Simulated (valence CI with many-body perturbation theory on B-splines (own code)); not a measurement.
# E1 line list for Pm XLIX

Level of theory: relativistic CI+MBPT: three valence electrons over a frozen Dirac-Fock core [Ne], radial functions for each j: 11 s, 11 p, 10 d, 8 f, 5 g, 2 h, with the one-electron correlation potential Σ1, the two-electron term Σ2, the three-electron term Σ3, Breit, model QED; selected CI, second order for the rest, scaled by the run's own slope (own B-spline code, finite nucleus).

The last digits are not significant, and no measured levels were compared; by estimate large intervals hold to a few tenths of a per cent, small ones and those within an open d or f shell to about a per cent.

Lines 51 to 100 of 586 in falling wavelength, among levels below 150.09 Ry, chosen from the strongest by gf and those to the six lowest levels. Wavelengths and rates use the calculated energies. Electric multipoles are in the length gauge with retardation, E1 and E2 with the static RPA response of the core. Weak lines are less certain than strong ones. Lines between different terms over intervals too small for the method are left out, as are lines whose strength nearly cancels. Where a level lies close to another of its J and parity, the split of strength between their lines is uncertain. The highest levels of a list are the least certain.

Levels are named by their leading jj configuration (3d3/2^4 stands for four electrons in 3d with j = 3/2), which in mixed levels can hold well under half, so a name can repeat and another be missing. Letters in brackets count levels of one name in rising energy.

| λ vac (nm) | Upper | Lower | A (s⁻¹) | S (a.u.) with core polarisation | S without |
| --- | --- | --- | --- | --- | --- |
| 8.367 | (3p1/2 3p3/2 3d3/2) J=3/2 [b] | (3s 3p3/2 3d3/2) J=5/2 [a] | 2.24e+10 | 2.59e-02 | 2.64e-02 |
| 8.320 | (3p1/2 3p3/2 3d3/2) J=5/2 [a] | (3p1/2 3p3/2^2) J=5/2 | 1.54e+10 | 2.63e-02 | 2.68e-02 |
| 8.196 | (3p1/2^2 3d3/2) J=3/2 | (3s 3p1/2 3d3/2) J=3/2 [a] | 2.44e+10 | 2.65e-02 | 2.70e-02 |
| 8.030 | (3p1/2^2 3p3/2) J=3/2 | (3s 3p1/2 3p3/2) J=3/2 [a] | 1.39e+10 | 1.42e-02 | 1.45e-02 |
| 8.011 | (3s 3p1/2 3d3/2) J=3/2 [a] | (3s 3p1/2 3p3/2) J=5/2 | 1.21e+10 | 1.23e-02 | 1.25e-02 |
| 7.678 | (3d3/2^2 3d5/2) J=9/2 | (3p3/2 3d3/2 3d5/2) J=7/2 [c] | 1.43e+10 | 3.18e-02 | 3.24e-02 |
| 7.530 | (3s 3p1/2 3d3/2) J=5/2 | (3s 3p1/2 3p3/2) J=5/2 | 6.96e+09 | 8.80e-03 | 8.95e-03 |
| 7.365 | (3s 3p1/2 3d3/2) J=3/2 [a] | (3s 3p1/2 3p3/2) J=3/2 [a] | 6.51e+07 | 5.13e-05 | 5.17e-05 |
| 7.289 | (3s 3p1/2 3d3/2) J=3/2 [b] | (3s 3p1/2 3p3/2) J=3/2 [b] | 5.65e+09 | 4.32e-03 | 4.39e-03 |
| 7.179 | (3p1/2 3d3/2 3d5/2) J=9/2 | (3p1/2 3p3/2 3d5/2) J=9/2 | 2.76e+10 | 5.03e-02 | 5.12e-02 |
| 7.122 | (3d3/2 3d5/2^2) J=7/2 [a] | (3p3/2 3d3/2 3d5/2) J=5/2 [d] | 2.10e+10 | 3.00e-02 | 3.05e-02 |
| 6.976 | (3d3/2 3d5/2^2) J=11/2 | (3p3/2 3d5/2^2) J=9/2 | 6.19e+10 | 1.24e-01 | 1.26e-01 |
| 6.957 | (3s 3p1/2 3d3/2) J=5/2 | (3s 3p1/2 3p3/2) J=3/2 [a] | 3.60e+08 | 3.59e-04 | 3.64e-04 |
| 6.943 | (3d3/2 3d5/2^2) J=3/2 [b] | (3p3/2 3d5/2^2) J=3/2 [a] | 3.79e+10 | 2.50e-02 | 2.55e-02 |
| 6.922 | (3d5/2^3) J=9/2 | (3p3/2 3d5/2^2) J=7/2 [b] | 1.53e+11 | 2.51e-01 | 2.55e-01 |
| 6.903 | (3d5/2^3) J=3/2 | (3p3/2 3d5/2^2) J=3/2 [b] | 8.76e+10 | 5.69e-02 | 5.78e-02 |
| 6.880 | (3p3/2 3d5/2^2) J=7/2 [a] | (3p3/2^2 3d5/2) J=5/2 [a] | 2.37e+10 | 3.05e-02 | 3.10e-02 |
| 6.847 | (3s 3d5/2^2) J=5/2 | (3s 3p3/2 3d5/2) J=3/2 [b] | 2.54e+10 | 2.42e-02 | 2.45e-02 |
| 6.842 | (3s 3p1/2 3d5/2) J=5/2 [a] | (3s 3p1/2 3p3/2) J=3/2 [b] | 1.19e+09 | 1.13e-03 | 1.14e-03 |
| 6.819 | (3s^2 3d3/2) J=3/2 | (3s^2 3p3/2) J=3/2 | 6.81e+07 | 4.27e-05 | 4.25e-05 |
| 6.810 | (3s 3d5/2^2) J=7/2 | (3s 3p3/2 3d5/2) J=5/2 [b] | 1.06e+11 | 1.32e-01 | 1.34e-01 |
| 6.720 | (3d3/2 3d5/2^2) J=7/2 [a] | (3p3/2 3d3/2 3d5/2) J=5/2 [c] | 1.83e+10 | 2.19e-02 | 2.23e-02 |
| 6.679 | (3d3/2 3d5/2^2) J=5/2 [a] | (3p3/2 3d3/2 3d5/2) J=3/2 [c] | 7.22e+10 | 6.37e-02 | 6.47e-02 |
| 6.662 | (3d3/2 3d5/2^2) J=7/2 [b] | (3p3/2 3d3/2 3d5/2) J=5/2 [e] | 3.81e+10 | 4.44e-02 | 4.52e-02 |
| 6.625 | (3s 3d5/2^2) J=9/2 | (3s 3p3/2 3d5/2) J=7/2 [b] | 4.45e+10 | 6.39e-02 | 6.49e-02 |
| 6.603 | (3s 3p1/2 3d3/2) J=3/2 [b] | (3s 3p1/2 3p3/2) J=5/2 | 6.55e+07 | 3.72e-05 | 3.85e-05 |
| 6.602 | (3d5/2^3) J=5/2 | (3p3/2 3d5/2^2) J=3/2 [b] | 1.31e+11 | 1.11e-01 | 1.13e-01 |
| 6.576 | (3p3/2 3d3/2 3d5/2) J=7/2 [b] | (3p3/2^2 3d3/2) J=7/2 | 2.99e+10 | 3.36e-02 | 3.41e-02 |
| 6.569 | (3d3/2 3d5/2^2) J=11/2 | (3p3/2 3d5/2^2) J=11/2 | 4.44e+10 | 7.46e-02 | 7.58e-02 |
| 6.559 | (3s 3d3/2 3d5/2) J=7/2 [b] | (3s 3p3/2 3d3/2) J=5/2 [b] | 5.98e+10 | 6.66e-02 | 6.77e-02 |
| 6.548 | (3p1/2 3d5/2^2) J=5/2 | (3p1/2 3p3/2 3d5/2) J=3/2 [b] | 2.64e+10 | 2.19e-02 | 2.23e-02 |
| 6.546 | (3p1/2 3d5/2^2) J=7/2 | (3s 3d3/2^2) J=5/2 | 1.83e+10 | 2.03e-02 | 2.06e-02 |
| 6.537 | (3d3/2 3d5/2^2) J=9/2 | (3p3/2 3d3/2 3d5/2) J=7/2 [c] | 1.18e+11 | 1.62e-01 | 1.65e-01 |
| 6.535 | (3d3/2^2 3d5/2) J=9/2 | (3p3/2 3d3/2 3d5/2) J=9/2 [a] | 2.34e+10 | 3.22e-02 | 3.27e-02 |
| 6.513 | (3d3/2 3d5/2^2) J=5/2 [b] | (3p3/2 3d3/2 3d5/2) J=3/2 [c] | 5.48e+10 | 4.48e-02 | 4.56e-02 |
| 6.499 | (3d3/2 3d5/2^2) J=7/2 [b] | (3p3/2 3d5/2^2) J=7/2 [a] | 3.92e+10 | 4.24e-02 | 4.31e-02 |
| 6.498 | (3p1/2 3d5/2^2) J=7/2 | (3p1/2 3p3/2 3d5/2) J=5/2 [b] | 1.40e+11 | 1.52e-01 | 1.54e-01 |
| 6.491 | (3p1/2 3d5/2^2) J=3/2 | (3p1/2 3p3/2 3d5/2) J=1/2 | 4.58e+10 | 2.47e-02 | 2.51e-02 |
| 6.482 | (3s 3d5/2^2) J=3/2 | (3s 3p3/2 3d5/2) J=3/2 [b] | 4.10e+10 | 2.21e-02 | 2.24e-02 |
| 6.467 | (3d3/2 3d5/2^2) J=11/2 | (3p3/2 3d3/2 3d5/2) J=9/2 [b] | 1.32e+11 | 2.12e-01 | 2.16e-01 |
| 6.409 | (3p3/2 3d5/2^2) J=7/2 [b] | (3p3/2^2 3d5/2) J=5/2 [b] | 2.90e+11 | 3.02e-01 | 3.07e-01 |
| 6.372 | (3p1/2 3d5/2^2) J=7/2 | (3p1/2 3p3/2 3d5/2) J=7/2 [b] | 2.00e+10 | 2.04e-02 | 2.07e-02 |
| 6.367 | (3s 3p1/2 3d5/2) J=3/2 | (3s 3p1/2 3p3/2) J=1/2 | 6.17e+10 | 3.14e-02 | 3.19e-02 |
| 6.360 | (3d3/2 3d5/2^2) J=7/2 [b] | (3p3/2 3d3/2 3d5/2) J=5/2 [d] | 6.25e+10 | 6.35e-02 | 6.46e-02 |
| 6.336 | (3p3/2 3d5/2^2) J=11/2 | (3p3/2^2 3d5/2) J=9/2 | 1.13e+11 | 1.71e-01 | 1.74e-01 |
| 6.330 | (3p1/2 3d5/2^2) J=9/2 | (3p1/2 3p3/2 3d5/2) J=7/2 [b] | 9.74e+10 | 1.22e-01 | 1.24e-01 |
| 6.317 | (3p3/2 3d5/2^2) J=5/2 | (3p3/2^2 3d5/2) J=3/2 | 1.03e+11 | 7.65e-02 | 7.78e-02 |
| 6.312 | (3d3/2 3d5/2^2) J=5/2 [a] | (3p3/2 3d3/2 3d5/2) J=3/2 [b] | 8.39e+10 | 6.25e-02 | 6.35e-02 |
| 6.294 | (3d3/2^2 3d5/2) J=5/2 [a] | (3p3/2 3d3/2^2) J=5/2 | 3.15e+10 | 2.32e-02 | 2.36e-02 |
| 6.268 | (3d3/2^2 3d5/2) J=5/2 [b] | (3p3/2 3d3/2 3d5/2) J=5/2 [a] | 2.95e+10 | 2.15e-02 | 2.19e-02 |
